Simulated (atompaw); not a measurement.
Before and after: PAW (atompaw) potential for Al

atompaw 4.2.0.5 input, output lines left out:

```
Al 13
LDA-PW loggrid 1500 logderivrange -3 5 201
3 3 0 0 0 0
3 0 1
3 1 2
0 0 0
c
c
v
c
v
2
2.45 1.80 2.20 2.15
y
-0.05
n
y
0.35
n
y
-0.1
n
bloechl sinc
3 0 ultrasoft
```

All-electron outer shells of the reference configuration (LDA (PW92), non-relativistic, ld1.x):

| shell | level (eV) | outermost node (bohr) | outermost maximum (bohr) |
| --- | --- | --- | --- |
| 2p | -71.52 | – | 0.43 |
| 3s | -8.63 | 0.80 | 2.03 |
| 3p | -3.41 | 0.81 | 2.55 |

Change: waves 3s (bound): rc 2.45 bohr; 3s channel at -0.05 Ry: rc 1.65 bohr; 3p (bound): rc 2.45 bohr; 3p channel at 0.35 Ry: rc 2.45 bohr; 3d channel at -0.1 Ry: rc 2.25 bohr; augmentation sinc compensation charge, radius 1.80 bohr; PAW radius 2.45 bohr; waves and projectors: custom rrkj gramschmidtortho.

Cutoffs: the cutoffs (Ry, on a coarse ladder) from which the occupation-weighted sum of valence levels, in a spherical-Bessel basis at the reference potential, stays within 10 and 1 mRy of its value at 400 Ry; they do not see the model core or the augmentation charge, which bear on the density cutoff.

Task: What does the change do?

Result: Both files are very soft, the changed one slightly harder (loose and tight cutoff 6 and 8 Ry → 6 and 10 Ry on this coarse ladder); the range in which the p phases agree widens (upper end 0.8 → 4.0); neither file shows a bound ghost.

| quantity | base | changed |
| --- | --- | --- |
| cutoff, loose | 6 Ry | 6 Ry |
| cutoff, tight | 8 Ry | 10 Ry |
| bound ghosts | none | none |
| s: phases at 2.45 bohr within 0.05 rad from the reference energy up to (Ry; the scan ends near 5) | 2.8 | 3.0 |
| p: phases at 2.45 bohr within 0.05 rad from the reference energy up to (Ry; the scan ends near 5) | 0.8 | 4.0 |
| d: phases at 2.45 bohr within 0.05 rad from the reference energy up to (Ry; the scan ends near 5) | 3.3 | 4.0 |
| lowest overlap eigenvalue by channel | s 0.00, p 0.00, d 1.00 | s 0.04, p 0.83, d 1.00 |

 The cutoffs see the waves, projectors and local potential, not the compensation charge or the core.
